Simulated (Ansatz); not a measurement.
`[CH3][GeH2][CH]=O` + HCl → `[CH3][GeH2][Cl]` + `C=O`  (ligand exchange at a Ge–C bond)

Computed with Ansatz on PBE0-D4/def2-TZVP structures; ΔE is electronic, products minus reactants. CBS: MP2 limit from def2 TZ/QZ plus the TZ coupled-cluster correction, frozen cores. This one scheme is used for every species. DFT in def2-TZVPP. For Ge outer-core shells are correlated without core-valence functions, which leaves a few kJ/mol of doubt a bond. Scalar relativity is left out up to krypton. One conformer a species, not always the lowest.

CCSD(T)/CBS gives -23.5 kcal/mol.

(1) Another level gave -21.5 kcal/mol. Which?
A. SCS-MP2/def2-TZVPP
B. HF/def2-TZVPP
C. PBE-D4/def2-TZVPP
D. CCSD/def2-TZVPP

Largest T1 diagnostic among the species: 0.015.

Results:

(1) C. PBE-D4 -21.5, CCSD/def2-TZVPP -23.7, HF/def2-TZVPP -29.0, SCS-MP2/def2-TZVPP -24.7 kcal/mol.

From PBE to PBE0 (25 % exact exchange), in def2-TZVPP and without D4, ΔE moves by −1.9 kcal/mol. In def2-TZVPP, CCSD(T) changes the Hartree–Fock value by +6.0 kcal/mol (the triples alone add +0.7 kcal/mol) and MP2 by +4.7 kcal/mol.
